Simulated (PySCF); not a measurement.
# From computed data to an observable: chemical shift, span and skew from a shielding tensor

Zn(k2OAc)2 (C₄H₆O₄Zn), SMILES [O]1[Zn]2(<-[O]=C1C)[O]C(C)=[O]->2. Atoms are numbered in the order given.

```xyz
15

Zn     0.0069     0.0014     0.0013
C      0.0979     2.3691    -3.0630
C      0.0805     1.4410    -1.8787
O     -0.4289     0.2698    -1.9833
O      0.5510     1.8272    -0.7508
H      0.9688     3.0470    -3.0100
H      0.0947     1.7960    -4.0071
H     -0.8192     2.9931    -3.0351
C     -0.1339    -2.3768     3.0557
C     -0.0707    -1.4386     1.8810
O     -1.0420    -0.6374     1.6420
O      0.9430    -1.4546     1.0969
H      0.8823    -2.6063     3.4233
H     -0.7628    -1.9524     3.8585
H     -0.5986    -3.3277     2.7226
```

The structure is a stationary point at PBE-D3(BJ)/def2-SVP. The isomer is the one that the SMILES or the coordinates give; other isomers of the formula were not compared. One conformer was computed; it need not be the lowest.

GIAO shieldings from PBE/pcSseg-1 (PySCF), non-relativistic, no solvent. The symmetric part of the tensor of C2 has the principal values 142.9, 149.5, 185.7 ppm. The same nucleus in TMS has σ = 182.0 ppm at this level (PySCF, at its B3LYP-D3(BJ)/def2-TZVP geometry).

Work out the isotropic shielding, the ¹³C shift against TMS, the span and the skew.


σ(iso) = (σ11 + σ22 + σ33)/3 = 159.4 ppm. δ = σ(ref) − σ(iso) = 182.0 − (159.4) = 22.6 ppm.
Span Ω = σ33 − σ11 = 42.8 ppm. Skew κ = 3(σ(iso) − σ22)/Ω = 0.69. Tumbling in solution averages the tensor to δ; in a static solid the shielding alone would spread this spin-1/2 line over Ω.
